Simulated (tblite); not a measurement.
C8H13OP.
SMILES with atom numbers: `[CH3:1][CH2:2][C:3]1=[C:4]([O:5][CH3:6])[P:7]1[CH:8]1[CH2:9][CH2:10]1` (hydrogens: H11, H12, H13 on C1; H14, H15 on C2; H16, H17, H18 on C6; H19 on C8; H20, H21 on C9; H22, H23 on C10)

Structure optimised with GFN2-xTB, isolated species.

Give the optimised bond lengths and angles.

```tsv
bond	length (Å)	order
C1–C2	1.527	single
C2–C3	1.476	single
C3=C4	1.315	double
C4–O5	1.327	single
O5–C6	1.415	single
C4–P7	1.832	single
P7–C8	1.861	single
C8–C9, C8–C10	1.503	single
C9–C10	1.492	single
C3–P7	1.844	single
C1–H11, C1–H12, C1–H13	1.088	single
C2–H14, C2–H15	1.094	single
C6–H16, C6–H17, C6–H18	1.092	single
C8–H19	1.087	single
C9–H20, C10–H23	1.080	single
C9–H21, C10–H22	1.081	single
```

Bonds in one row agree within 0.01 Å and their mean is given. Orders are formal, as drawn. A selection of angles:
```tsv
angle	degrees
C1–C2–C3	110.8
C2–C3–C4	148.0
C2–C3–P7	143.2
C4–C3–P7	68.6
C3–C4–O5	145.3
C3–C4–P7	69.5
O5–C4–P7	145.0
C4–O5–C6	115.3
C4–P7–C8	100.4
C3–P7–C4	41.9
C3–P7–C8	101.5
P7–C8–C9	118.5
P7–C8–C10	118.4
C9–C8–C10	59.5
C8–C9–C10	60.3
```

Torsions: C1–C2–C3–C4 126° (anticlinal); C2–C3–C4–O5 2° (synperiplanar); C3–C4–O5–C6 175° (antiperiplanar); C3–C4–P7–C8 -96° (anticlinal); C4–P7–C8–C9 171° (antiperiplanar); P7–C8–C9–C10 108° (anticlinal); C2–C3–P7–C4 176° (antiperiplanar); P7–C8–C10–C9 -108° (anticlinal). The mirror-image conformer, all signs reversed, is as good.

P7 (phosphine phosphorus) is pyramidal (angles 101.5°, 100.4° and 41.9°, sum 243.8°, 1.13 Å off the plane of its three neighbours). The 3 C–P bonds span 1.832 Å (C4–P7, drawn single) to 1.861 Å (P7–C8, drawn single), a spread of 0.029 Å. The 2 C–O bonds span 1.327 Å (C4–O5, drawn single) to 1.415 Å (O5–C6, drawn single), a spread of 0.088 Å. The 3-membered ring C3–C4–P7 has internal angles of 41.9° to 69.5°. The 6 C–C bonds span 1.315 Å (C3=C4, drawn double) to 1.527 Å (C1–C2, drawn single), a spread of 0.212 Å. The 3-membered ring C8–C9–C10 has internal angles of 59.5° to 60.3°. O5 (ether oxygen) is bent (angle 115.3°).

Point group: C1 (no symmetry element, even within 0.4 Å). Its GFN2-xTB frequencies are all real (lowest 19 cm⁻¹). The numbers are those of one conformer.

These are computed values.
